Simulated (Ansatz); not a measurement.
`C[SiH](O)[SiH](O)O`, charge 0, multiplicity 1.

Question: Give a relaxed structure at PBE0-D4/def2-TZVP (the Gaussian-basis code of Ansatz). (Estimate.)

Answer: Ansatz gave: 
Cartesian coordinates in Å:
```
C 0.983 -1.199 1.529
Si 0.702 -0.486 -0.175
O -0.154 -1.534 -1.151
Si -0.767 1.345 -0.203
O -0.148 2.435 -1.272
O -2.235 0.742 -0.649
H 0.036 -1.431 2.022
H 1.522 -0.479 2.153
H 1.581 -2.114 1.486
H 2.033 -0.199 -0.787
H 0.280 -2.335 -1.447
H -1.024 2.025 1.096
H -0.619 3.263 -1.387
H -2.190 -0.033 -1.216
```
This is one stationary point; other conformers may exist.
